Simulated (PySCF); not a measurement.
Isomers of [C9H12P]-.

All values: PBE0/pcSseg-1 (PySCF) at GFN2-xTB geometries, gas phase, one conformer each.

Task: Rank by HOMO energy, highest first.
A. `[CH3:1][CH2:2][CH2:3][P-:4][c:5]1[cH:6][cH:7][cH:8][cH:9][cH:10]1` (charge -1) with C1–C2–C3–P4 180°, C2–C3–P4–C5 -77°, C3–P4–C5–C6 -3°
B. `[CH2:1]=[CH:2][c:3]1[p-:4][c:5]([CH3:6])[c:7]([CH3:8])[c:9]1[CH3:10]` (charge -1) with C1–C2–C3–P4 -3°
C. `[CH2:1]=[CH:2][c:3]1[cH:4][p-:5][cH:6][c:7]1[CH:8]([CH3:9])[CH3:10]` (charge -1) with C1–C2–C3–C4 0°, C6–C7–C8–C9 91°

Result: A (0.44 eV), B (-0.41 eV), C (-0.61 eV).

All values together:

| SMILES | HOMO (eV) | LUMO (eV) | lowest IAO charge (e) | highest IAO charge (e) | lowest Hirshfeld charge (e) | highest Hirshfeld charge (e) |
| --- | --- | --- | --- | --- | --- | --- |
| C=Cc1[p-]c(CC)cc1C | -0.60 | 3.81 | -0.416 (C) | +0.138 (H) | -0.185 (C) | +0.025 (H) |
| C=Cc1[p-]cc(C)c1CC | -0.45 | 3.85 | -0.446 (C) | +0.138 (H) | -0.193 (C) | +0.030 (H) |
| C=Cc1c[p-]cc1C(C)C | -0.61 | 3.87 | -0.463 (C) | +0.138 (H) | -0.192 (P/C) | +0.030 (H) |
| C=Cc1cc(C(C)C)c[p-]1 | -0.54 | 3.91 | -0.448 (C) | +0.137 (H) | -0.189 (C) | +0.029 (H) |
| C=Cc1[p-]c(C)c(C)c1C | -0.41 | 3.92 | -0.417 (C) | +0.132 (H) | -0.186 (C) | +0.025 (H) |
| C=Cc1c(C)c[p-]c1CC | -0.59 | 4.00 | -0.452 (C) | +0.136 (H) | -0.197 (C/P) | +0.025 (H) |
| CCC[P-]c1ccccc1 | 0.44 | 4.21 | -0.418 (C) | +0.129 (H) | -0.283 (P) | +0.025 (H) |

Conformers: `[CH2:1]=[CH:2][c:3]1[p-:4][c:5]([CH2:6][CH3:7])[cH:8][c:9]1[CH3:10]` (charge -1) with C1–C2–C3–P4 0°, P4–C5–C6–C7 -97°; `[CH2:1]=[CH:2][c:3]1[p-:4][cH:5][c:6]([CH3:7])[c:8]1[CH2:9][CH3:10]` (charge -1) with C1–C2–C3–P4 3°, C6–C8–C9–C10 -95°; `[CH2:1]=[CH:2][c:3]1[cH:4][p-:5][cH:6][c:7]1[CH:8]([CH3:9])[CH3:10]` (charge -1) with C1–C2–C3–C4 0°, C6–C7–C8–C9 91°; `[CH2:1]=[CH:2][c:3]1[cH:4][c:5]([CH:6]([CH3:7])[CH3:8])[cH:9][p-:10]1` (charge -1) with C1–C2–C3–C4 180°, C4–C5–C6–C7 61°; `[CH2:1]=[CH:2][c:3]1[p-:4][c:5]([CH3:6])[c:7]([CH3:8])[c:9]1[CH3:10]` (charge -1) with C1–C2–C3–P4 -3°; `[CH2:1]=[CH:2][c:3]1[c:4]([CH3:5])[cH:6][p-:7][c:8]1[CH2:9][CH3:10]` (charge -1) with C1–C2–C3–C4 24°, P7–C8–C9–C10 -103°; `[CH3:1][CH2:2][CH2:3][P-:4][c:5]1[cH:6][cH:7][cH:8][cH:9][cH:10]1` (charge -1) with C1–C2–C3–P4 180°, C2–C3–P4–C5 -77°, C3–P4–C5–C6 -3°.
